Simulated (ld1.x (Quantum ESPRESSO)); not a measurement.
## Before and after: ultrasoft potential for platinum (Pt)

- Element: Pt (Z = 78)
- Generator: ld1.x (Quantum ESPRESSO) 7.5
- Type: ultrasoft
- Functional: Wu–Cohen
- Relativity: scalar-relativistic
- Frozen core: [Xe] 4f14
- Valence charge: 10
- Reference configuration: 5d9 6s1 6p0
- Partial waves: 6s (bound): rcut 2.35, rcutus 2.50 bohr; 6s channel at 1.5 Ry: rcut 2.35, rcutus 2.50 bohr; 6p (bound, empty): rcut 2.55, rcutus 3.50 bohr; 6p channel at 5 Ry: rcut 2.55, rcutus 3.50 bohr; 5d (bound): rcut 2.05, rcutus 2.25 bohr; 5d channel at 2.4 Ry: rcut 2.05, rcutus 2.25 bohr
- Local potential: all-electron potential smoothed inside 3.35 bohr (lloc = -1)
- Core correction: Bessel-smoothed model core inside 1.70 bohr
- Augmentation charge: PSQ, inside the norm-conserving radii

All-electron outer shells of the reference configuration (Wu–Cohen, scalar-relativistic, ld1.x):

```tsv
shell	level (eV)	outermost node (bohr)	outermost maximum (bohr)
4f	-70.14	–	0.38
5p	-56.04	0.53	0.98
5d	-6.16	0.57	1.26
6s	-5.70	1.14	2.38
6p	-0.76	1.36	3.55
```

Change: type PAW; local potential all-electron potential smoothed inside 3.00 bohr (lloc = -1); augmentation PSQ, radius 1.90 bohr.

Cutoffs: the cutoffs (Ry, on a coarse ladder) from which the occupation-weighted sum of valence levels, in a spherical-Bessel basis at the reference potential, stays within 10 and 1 mRy of its value at 400 Ry; they do not see the model core or the augmentation charge, which bear on the density cutoff. Errors are all-electron minus pseudo energies relative to the spin-unpolarised reference configuration.

Q: What does the change do?

A: The potential gets neither clearly harder nor softer (21 Ry and 35 Ry → 21 Ry and 35 Ry); of the 7 tests that both files solve, the error grows in 0 and shrinks in 7 by more than 15 % and 0.3 meV (median size 107.6 → 20.4 meV); the range in which the d phases agree widens (upper end 0.6 → at the end of the scan); neither file shows a bound ghost. Several settings change at once here, so the effects cannot be laid on one of them.

```csv
quantity,base,changed
"cutoff, loose",21 Ry,21 Ry
"cutoff, tight",35 Ry,35 Ry
bound ghosts,none,none
"error for 5d9 6s0 6p0, meV [ΔE 9.23 eV]",-50,-6.4
"error for 5d8 6s0 6p0, meV [ΔE 29.23 eV]",-86,-37
"error for 5d7 6s0 6p0, meV [ΔE 61.49 eV]",-633,-210
"error for 5d8 6s1 6p1, meV [ΔE 6.65 eV]",-131,-19
"error for 5d8 6s1 6p0, meV [ΔE 11.20 eV]",-108,-20
"error for 5d6 6s0 6p0, meV [ΔE 107.18 eV]",-2297,-661
"error for 5d9.5 6s0.5 6p0, meV [ΔE -0.11 eV]",-38,-6.2
s: phases at 3.81 bohr within 0.05 rad from the reference energy up to (Ry; the scan ends near 5),to the end of the scan,to the end of the scan
p: phases at 3.81 bohr within 0.05 rad from the reference energy up to (Ry; the scan ends near 5),1.5,1.6
d: phases at 3.81 bohr within 0.05 rad from the reference energy up to (Ry; the scan ends near 5),0.6,to the end of the scan
lowest overlap eigenvalue by channel,"s 0.37, p 0.23, d 0.68","s 0.42, p 0.21, d 0.79"
```
